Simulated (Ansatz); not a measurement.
Reaction (ligand exchange at the Si–O bond): `BO[SiH](S)Cl` + H₂S → `S[SiH](S)Cl` + `BO`

Calculated with Ansatz (gas phase, PBE0-D4/def2-TZVP geometries, no zero-point term in ΔE). CCSD(T)/CBS is the MP2 limit (def2-TZVPP, def2-QZVPP) plus CCSD(T) − MP2 in def2-TZVPP, frozen cores. This one scheme is used for every species. DFT in def2-TZVPP. B3LYP here is the variant with VWN-RPA as its local correlation; programs differ in this. Each species was taken in one conformer, which may not be the lowest.

Question: Is it downhill or uphill in electronic energy at CCSD(T)/CBS, and by how much? (An estimate is asked.)

Answer: The calculation gave: Uphill: ΔE = +0.36 eV.

Question: What do these levels give: B3LYP-D4, ωB97X-V, ωB97M-V, PBE, r2SCAN, PBE0, HF/def2-TZVPP, SCS-MP2/def2-TZVPP, HF/def2-QZVPP, SCS-MP2/def2-QZVPP, HF/CBS(def2), MP2/CBS(def2)? (Estimate.)

Answer: The calculation gave: B3LYP-D4 0.38, ωB97X-V 0.37, ωB97M-V 0.36, PBE 0.19, r2SCAN 0.32, PBE0 0.25, HF/def2-TZVPP 0.58, SCS-MP2/def2-TZVPP 0.41, HF/def2-QZVPP 0.60, SCS-MP2/def2-QZVPP 0.40, HF/CBS(def2) 0.61, MP2/CBS(def2) 0.32 eV.

Largest T1 diagnostic among the species: 0.014.

In def2-TZVPP, CCSD(T) changes the Hartree–Fock value by −0.19 eV (the triples alone add −0.04 eV) and MP2 by −0.23 eV. From PBE to PBE0 (25 % exact exchange), in def2-TZVPP and without D4, ΔE moves by +0.06 eV.
